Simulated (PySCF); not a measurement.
C4H5ClN2S.
Atom-mapped SMILES: `[Cl:1][CH2:2][CH2:3][c:4]1[n:5][cH:6][s:7][n:8]1`

Cartesian coordinates in Å at the GFN2-xTB level; atoms count from 1:
```
atom  x, y, z in Å
Cl1   -1.0881    1.2973    1.7449
C2    -1.6991    0.5860    0.2266
C3    -0.9845   -0.7251   -0.0692
C4     0.4710   -0.4925   -0.2910
N5     0.8935    0.4211   -1.1975
C6     2.1813    0.4582   -1.2017
S7     2.8690   -0.6576   -0.0726
N8     1.3824   -1.1450    0.3787
H9    -1.5087    1.3128   -0.5623
H10   -2.7694    0.4315    0.3563
H11   -1.4158   -1.1532   -0.9780
H12   -1.1049   -1.4315    0.7521
H13    2.7689    1.0985   -1.8265
```

NICS = −σ at a ghost point: NICS(0) at the centroid of the ring atoms, NICS(1) 1 Å to either side along the normal of their mean plane, zz for the tensor component along that normal. Level: GIAO PBE0/pcSseg-1 (PySCF, non-relativistic, gas phase) on the GFN2-xTB geometry, one conformer.

Ring bond lengths (Å), with Mayer bond orders in brackets: C4–N5 1.355 (1.26), N5–C6 1.288 (1.66), C6–S7 1.730 (1.20), S7–N8 1.628 (1.19), N8–C4 1.306 (1.60).

Q: What do the NICS probes read (ppm)?

A: 
```
          ring                                                       type  NICS(0)  NICS(1), two faces  NICS(1)zz, two faces  rms pucker (Å)  centre to ring atoms, mean (Å)
C4–N5–C6–S7–N8  5-membered ring with 2 N and S; formal bonds all aromatic    -13.7       -12.7 / -12.8         -32.1 / -31.5            0.00                            1.24
```

Q: What do they say, and how far can they be read as aromaticity?

A: 
- C4–N5–C6–S7–N8: mean NICS(1)zz -31.8 ppm, shielded. For a flat ring without four-coordinate atoms the NICS criterion counts such a value as aromatic.

Q: What is the mean of the two in-plane components of NICS at the second NICS(1) probe listed for ring C4–N5–C6–S7–N8, 1 Å off the ring?

A: The isotropic value is a third of the trace: (3 × -12.8 − (-31.5))/2 = -3.5 ppm.

Q: What are the shieldings of the ring atoms and their hydrogens in the same run (means over atoms taken as equivalent)?

A: 
```json
{"atoms": "C4", "environment": "substituted aromatic carbon", "σ isotropic (ppm)": "9.4", "principal values of the symmetric part, first atom (ppm)": "-57.1, 9.9, 75.4"}
{"atoms": "N5", "environment": "pyridine-type nitrogen", "σ isotropic (ppm)": "-70.2", "principal values of the symmetric part, first atom (ppm)": "-329.3, -112.0, 230.5"}
{"atoms": "C6", "environment": "aromatic CH next to a ring nitrogen", "σ isotropic (ppm)": "6.4", "principal values of the symmetric part, first atom (ppm)": "-92.8, 4.5, 107.6"}
{"atoms": "S7", "environment": "ring sulfur", "σ isotropic (ppm)": "68.4", "principal values of the symmetric part, first atom (ppm)": "-151.3, 152.4, 204.0"}
{"atoms": "N8", "environment": "pyridine-type nitrogen", "σ isotropic (ppm)": "-47.0", "principal values of the symmetric part, first atom (ppm)": "-255.2, -94.4, 208.7"}
{"atoms": "H13", "environment": "aromatic hydrogen", "σ isotropic (ppm)": "22.25", "principal values of the symmetric part, first atom (ppm)": "19.8, 20.8, 26.2"}
```
